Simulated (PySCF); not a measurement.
A ladder of Hamiltonians for Hf⁶⁰⁺ (hafnium, charge +60)

Occupied: 1s1/2, 2s1/2, 2p1/2, 2p3/2, 3s1/2. Hartree-Fock calculated with PySCF 2.14 in an even-tempered Gaussian basis (19 s from 8.3 bohr⁻², ratio 2.3; 16 p from 9.9 bohr⁻², ratio 2.3), Gaussian nucleus throughout. NR is non-relativistic, sf-X2C the spin-free one-electron X2C Hamiltonian, X2C adds the bare one-electron spin-orbit term, X2C-SNSO screens it by Boettger's factors, DC is four-component Dirac-Coulomb, and the Gaunt and Breit terms are added at first order (total energies over the DC spinors, levels after relaxing the spinors in that mean field). QED terms are absent. Levels marked empty are virtual spinors of this ion; the basis has s and p functions only, so 3d, which can lie below the n = 4 levels, is absent.

```csv
Hamiltonian,E (hartree),E − E(DC) (hartree),CPU seconds
NR,-10204.0598,703.3805,0.33
sf-X2C,-10889.8257,17.6146,0.25
X2C,-10903.2094,4.2309,0.25
X2C-SNSO,-10902.4232,5.0171,0.25
DC,-10907.4403,0.0000,13
DC+Gaunt,-10893.9825,13.4578,21
DC+Breit,-10895.1654,12.2749,68
```

Q: Give the 3p spin-orbit interval with each Hamiltonian that has one.

A: X2C 334.2; X2C-SNSO 324.0; DC 324.3; DC+Gaunt 320.8; DC+Breit 320.8 (eV).

```tsv
level (eV)	NR	sf-X2C	X2C	X2C-SNSO	DC	DC+Gaunt	DC+Breit
1s1/2	-65604.9	-70691.4	-70677.1	-70677.9	-70759.5	-70541.1	-70555.6
2s1/2	-14632.2	-16082.0	-16078.5	-16078.7	-16090.2	-16066.3	-16068.0
2p1/2	-14244.4	-14725.9	-15632.6	-15603.0	-15610.5	-15569.2	-15573.3
2p3/2	-14244.4	-14725.9	-14359.6	-14369.3	-14377.2	-14349.5	-14353.6
3s1/2	-6096.0	-6552.6	-6552.0	-6552.1	-6554.8	-6548.4	-6549.2
3p1/2 (empty)	-5869.5	-6061.0	-6298.1	-6290.5	-6292.4	-6281.8	-6283.3
3p3/2 (empty)	-5869.5	-6061.0	-5963.9	-5966.4	-5968.1	-5961.1	-5962.5
4s1/2 (empty)	-3277.4	-3468.4	-3468.2	-3468.2	-3469.2	-3466.8	-3467.2
```

Weight of the small component: 1s1/2 0.0734, 2s1/2 0.0171, 2p1/2 0.0170, 2p3/2 0.0155, 3s1/2 0.00668, 3p1/2 0.00655, 3p3/2 0.00618, 4s1/2 0.00343.

Koopmans' value for the highest occupied level at DC+Breit: 6549.2 eV, against an ionisation energy of 6545 ± 10 eV (theoretical estimate listed by NIST; NIST Atomic Spectra Database, ionization energies); the former lacks relaxation, correlation, QED and recoil.

The whole ladder took 110 s of wall time on 1 thread of AMD EPYC 9R45 96-Core Processor (shared host), launched as `OMP_NUM_THREADS=1 python relrun2.py TASK.json OUT` (a driver that calls PySCF for each Hamiltonian).

Dirac-Coulomb iterations, started from the X2C spinors:

```
with_ssss True, with_gaunt False, with_breit False
light speed = 137.03599967994
init E= -10833.8363604066
cycle= 1 E= -10907.4384222593  delta_E= -73.6  |g|= 3.03  |ddm|= 0.182
cycle= 2 E= -10907.4402943382  delta_E= -0.00187  |g|= 0.0371  |ddm|= 0.0112
cycle= 3 E= -10907.440296007  delta_E= -1.67e-06  |g|= 0.00108  |ddm|= 0.000492
cycle= 4 E= -10907.4402960085  delta_E= -1.49e-09  |g|= 5.14e-06  |ddm|= 1.19e-05
```
